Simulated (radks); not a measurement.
Results of a calculation; reference values are marked as such.
Ni+, 27 electrons, occupied as [Ar] 3d9 (the NIST ground configuration).

Code: a radial shooting solver on a logarithmic mesh with Libxc functionals. Model: Dirac Kohn-Sham, PBE, spin-unpolarised, spherical densities, finite nucleus; open shells are shared between the two j in proportion to 2j + 1; Fermi nuclear charge, rms radius 3.7757 fm.

Energy parts (eV):
part                      energy
total                 -41370.582
kinetic                42038.388
electron-nucleus      -99298.986
Hartree                17613.979
exchange-correlation   -1723.963

Orbitals (lengths in bohr, moments of r in powers of bohr; <r^-3> diverges for s and p1/2):
| orbital | occ. | eigenvalue (eV) | <r^2> | <r^-3> |
|---|---|---|---|---|
| 1s1/2 | 2 | -8213.535 | 0.003935 | - |
| 2s1/2 | 2 | -984.0380 | 0.07073 | - |
| 2p1/2 | 2 | -858.7243 | 0.05582 | - |
| 2p3/2 | 4 | -841.2327 | 0.05739 | 607.1 |
| 3s1/2 | 2 | -114.2993 | 0.6400 | - |
| 3p1/2 | 2 | -76.2651 | 0.7171 | - |
| 3p3/2 | 4 | -74.0923 | 0.7367 | 75.93 |
| 3d3/2 | 3.6 | -13.0962 | 1.568 | 6.563 |
| 3d5/2 | 5.4 | -12.8750 | 1.598 | 6.400 |

The highest occupied level is 3d5/2 at -12.875 eV. The electron density at the nucleus is 1.96e+04 e/bohr^3. For comparison, the ionisation energy in NIST's Atomic Spectra Database is 18.169 eV (measured). In exact Kohn-Sham theory the highest level is minus the ionisation energy, but local and semilocal functionals leave it too shallow, through self-interaction and a potential that decays too fast; potentials with the right tail come closer. The density falls to 0.001 e/bohr^3 at r = 3.38 bohr.

Beside tabulated values, note that spin-unpolarised runs miss the spin-polarisation part of the exchange energy of open shells.
